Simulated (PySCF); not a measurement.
Shapes and spin states of IWN

All numbers come from PBE0 in PySCF with W def2-SVP with ECP60, N def2-SVP, I def2-SVP with ECP28; scalar-relativistic core potentials, no spin–orbit coupling; density-fitted integrals.

Relaxations began from a few typed shapes and spin states; open shells are unrestricted. The search is not exhaustive: other isomers or separated fragments can lie lower, and high-lying points may rest on an excited occupation.

Task: Order these stationary points by electronic energy, lowest first, in kJ/mol from the lowest minimum.
A. broken-symmetry Ms = 0 (⟨S²⟩ 0.97) Cs: W–I 2.617 Å, W–N 1.649 Å; I–W–N 106.2°
B. triplet Cs: W–I 2.634 Å, W–N 1.653 Å; I–W–N 107.4°
C. singlet (closed shell, unstable to spin polarisation) C∞v: W–I 2.775 Å, W–N 1.641 Å; I–W–N 180.0°
D. singlet (closed shell, unstable to spin polarisation) Cs: W–I 2.571 Å, W–N 1.646 Å; I–W–N 103.0°
E. triplet (⟨S²⟩ 2.33) C∞v: W–I 2.763 Å, W–N 1.657 Å; I–W–N 180.0°

Result: B (0.0), A (33.1), E (78.0), D (82.8), C (189.3).

Task: Which of them are minima?

Result: By energy in kJ/mol, 0.0: minimum; 33.1: minimum; 78.0: saddle point, 2 imaginary modes; 82.8: minimum of the closed-shell surface only; 189.3: saddle point, 2 imaginary modes.

Formally W is in oxidation state +4, d2, with 2 unpaired electrons (the high-spin count). The Mulliken spin on W is 2.35. The polar-tensor charge on W, 0.99, is far below the formal one.

For the lowest minimum: with open d or f shells other occupations or spin states may lie lower. With an element this heavy the missing spin–orbit coupling can shift these numbers.

The electron or spin density has lower symmetry than the nuclear frame for the broken-symmetry Ms = 0 (⟨S²⟩ 0.97) Cs at 33.1 kJ/mol.
